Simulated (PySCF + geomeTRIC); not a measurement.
Computed with PySCF + geomeTRIC with TPSS-D3(BJ)/def2-SVP. fastk is a local helper that only speeds up exchange builds. No frequencies were computed at this level.

```python
import json, numpy as np
from pyscf import gto, dft
from fastk import lowrank_exchange
atoms = """
Ti     0.000145    -0.000045     0.000094
Br    -1.669252     1.581890     0.446318
Br    -0.060704    -0.580203    -2.268923
Br    -0.366322    -1.910885     1.304647
Br     2.096139     0.909241     0.517863
"""
def scf(charge, spin, dm0=None):
    mol = gto.M(atom=atoms, basis='def2-svp', ecp={}, charge=charge, spin=spin, verbose=3, max_memory=10080)
    mf = dft.KS(mol, xc='tpss').density_fit(auxbasis="def2-universal-jkfit")
    mf.disp = 'd3bj'
    mf.grids.level = 3
    mf.conv_tol = 1e-8
    mf.max_cycle = 120
    mf.level_shift = 0.25
    mf.kernel(dm0)
    if not mf.converged:
        mf = mf.newton().run(mf.mo_coeff, mf.mo_occ).undo_soscf()
    return mf
mf = scf(0, 0)
from pyscf.geomopt.geometric_solver import kernel as optimize
path = []
done, mol = optimize(mf, maxsteps=120, assert_convergence=False, callback=lambda env: path.append((env["energy"], bool(env["g_scanner"].converged))))
res = dict(converged=bool(done and path[-1][1]), energy=path[-1][0], path=[e for e, c in path], xyz=mol.atom_coords(unit="Angstrom").tolist(), nao=mol.nao)
json.dump(res, open("result.json", "w"))
```

Output:

```
converged SCF energy = -11144.7192786669
Geometry optimization cycle 1
converged SCF energy = -11144.719278594
cycle 1: E = -11144.7192786  dE = -11144.7  norm(grad) = 0.00942933
Geometry optimization cycle 2
converged SCF energy = -11144.7195784584
cycle 2: E = -11144.7195785  dE = -0.000299864  norm(grad) = 0.00136756
Geometry optimization cycle 3
converged SCF energy = -11144.71958487
cycle 3: E = -11144.7195849  dE = -6.41158e-06  norm(grad) = 0.000217893
Geometry optimization cycle 4
converged SCF energy = -11144.7195862262
cycle 4: E = -11144.7195862  dE = -1.35623e-06  norm(grad) = 0.000451182
Geometry optimization cycle 5
converged SCF energy = -11144.7195865406
cycle 5: E = -11144.7195865  dE = -3.14361e-07  norm(grad) = 0.00214517
Geometry optimization cycle 6
converged SCF energy = -11144.7195894245
cycle 6: E = -11144.7195894  dE = -2.88387e-06  norm(grad) = 0.00261504
Geometry optimization cycle 7
converged SCF energy = -11144.7195980378
cycle 7: E = -11144.719598  dE = -8.61334e-06  norm(grad) = 0.00211649
Geometry optimization cycle 8
converged SCF energy = -11144.7196066065
cycle 8: E = -11144.7196066  dE = -8.56869e-06  norm(grad) = 0.00148822
Geometry optimization cycle 9
converged SCF energy = -11144.7196136247
cycle 9: E = -11144.7196136  dE = -7.0182e-06  norm(grad) = 0.000690001
Geometry optimization cycle 10
converged SCF energy = -11144.7196158396
cycle 10: E = -11144.7196158  dE = -2.21495e-06  norm(grad) = 0.00020955
Geometry optimization cycle 11
converged SCF energy = -11144.7196158273
cycle 11: E = -11144.7196158  dE = 1.23182e-08  norm(grad) = 0.00019807
<class 'geometric.internal.Distance'> : 4
<class 'geometric.internal.Angle'> : 6
<class 'geometric.internal.TranslationX'> : 1
<class 'geometric.internal.TranslationY'> : 1
<class 'geometric.internal.TranslationZ'> : 1
<class 'geometric.internal.RotationA'> : 1
<class 'geometric.internal.RotationB'> : 1
<class 'geometric.internal.RotationC'> : 1
Step    0 : Gradient = 4.217e-03/4.759e-03 (rms/max) Energy = -11144.7192785940
Step    1 : Displace = 1.690e-02/1.935e-02 (rms/max) Trust = 1.000e-01 (=) Grad = 6.116e-04/7.137e-04 (rms/max) E (change) = -11144.7195784584 (-2.999e-04) Quality = 0.887
Step    2 : Displace = 2.051e-03/2.524e-03 (rms/max) Trust = 1.414e-01 (+) Grad = 9.744e-05/1.363e-04 (rms/max) E (change) = -11144.7195848700 (-6.412e-06) Quality = 0.849
Step    3 : Displace = 7.533e-04/1.105e-03 (rms/max) Trust = 2.000e-01 (+) Grad = 2.018e-04/2.868e-04 (rms/max) E (change) = -11144.7195862262 (-1.356e-06) Quality = 0.423
Step    4 : Displace = 3.935e-03/5.943e-03 (rms/max) Trust = 2.000e-01 (=) Grad = 9.593e-04/1.132e-03 (rms/max) E (change) = -11144.7195865406 (-3.144e-07) Quality = 0.012
Step    5 : Displace = 1.964e-03/2.812e-03 (rms/max) Trust = 1.968e-03 (-) Grad = 1.166e-03/1.325e-03 (rms/max) E (change) = -11144.7195894245 (-2.884e-06) Quality = 0.119
Step    6 : Displace = 9.889e-04/1.460e-03 (rms/max) Trust = 9.821e-04 (-) Grad = 9.426e-04/1.071e-03 (rms/max) E (change) = -11144.7195980378 (-8.613e-06) Quality = 1.144
Step    7 : Displace = 1.349e-03/2.015e-03 (rms/max) Trust = 1.389e-03 (+) Grad = 6.600e-04/7.515e-04 (rms/max) E (change) = -11144.7196066065 (-8.569e-06) Quality = 1.012
Step    8 : Displace = 1.926e-03/2.902e-03 (rms/max) Trust = 1.964e-03 (+) Grad = 2.965e-04/3.369e-04 (rms/max) E (change) = -11144.7196136247 (-7.018e-06) Quality = 1.021
Step    9 : Displace = 2.055e-03/3.092e-03 (rms/max) Trust = 2.778e-03 (+) Grad = 3.938e-05/4.654e-05 (rms/max) E (change) = -11144.7196158396 (-2.215e-06) Quality = 1.068
Step   10 : Displace = 2.811e-04/3.763e-04 (rms/max) Trust = 3.928e-03 (+) Grad = 2.521e-05/2.660e-05 (rms/max) E (change) = -11144.7196158273 (+1.232e-08) Quality = -0.377
Converged! =D
```

Cost: about 11 core-minutes (a rough figure).
